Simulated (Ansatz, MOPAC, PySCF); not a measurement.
Torsion H3–C1–O2–H6 in CH4O (SMILES CO); at each angle all else is relaxed with GFN2-xTB, and the levels are single points there.
Geometry at 60° (charge 0, multiplicity 1):
```
atom    x (Å)    y (Å)    z (Å)
----  -------  -------  -------
C     -0.3792  -0.0363   0.0014
O      0.9107  -0.4447  -0.3822
H     -0.5199  -0.1018   1.0857
H     -1.1557  -0.6293  -0.4944
H     -0.4791   1.0030  -0.3058
H      1.0445  -1.3588  -0.1108
```

On the grid 0° to 120°, 120° is the highest and 60° the lowest point at CCSD(T)/CBS(cc-pVTZ, cc-pVQZ).

Cores are frozen in the correlated methods. CBS: X⁻³ extrapolation of the correlation energy, Hartree–Fock from the larger set. Rows in 3-21G, 6-311+G**, 6-31G* carry no dispersion term and start afresh at each structure (6-31G* with six Cartesian d functions). The state reached by PM7 isn't checked; PM7 holds dispersion and hydrogen-bond terms.

Programs: Ansatz (Gaussian orbitals); MOPAC for PM7 (differences of heats of formation); PySCF for 3-21G rows, 6-311+G** rows, 6-31G* rows, the dispersion terms. 

Other levels give for the energy at 120° less that at 60°: PBE/def2-TZVPP 4.1; B3LYP/def2-TZVPP 4.1; B3LYP-D3(BJ)/def2-TZVPP 4.1; wB97M-V/def2-TZVPP 4.0; CCSD(T)/CBS(cc-pVTZ, cc-pVQZ) 4.1 kJ/mol.

Task: What do these common cheap choices give for the same quantity: PM7, HF/3-21G, HF/6-31G*, BP86/6-31G*, B3LYP/3-21G, B3LYP/6-31G*, B3LYP/6-311+G**, M06-2X/6-31G*?

Result: PM7 3.2; HF/3-21G 5.7; HF/6-31G* 5.7; BP86/6-31G* 6.0; B3LYP/3-21G 6.8; B3LYP/6-31G* 5.9; B3LYP/6-311+G** 4.2; M06-2X/6-31G* 5.8 kJ/mol. They span 3.2 to 6.8 kJ/mol.

Measured: V3 of the three-fold top 373.594 ± 0.007 cm⁻¹ = 1.07 kcal/mol [Ozier and Moazzen-Ahmadi, CRC Handbook].

Ansatz is a quantum-chemistry and plane-wave program.
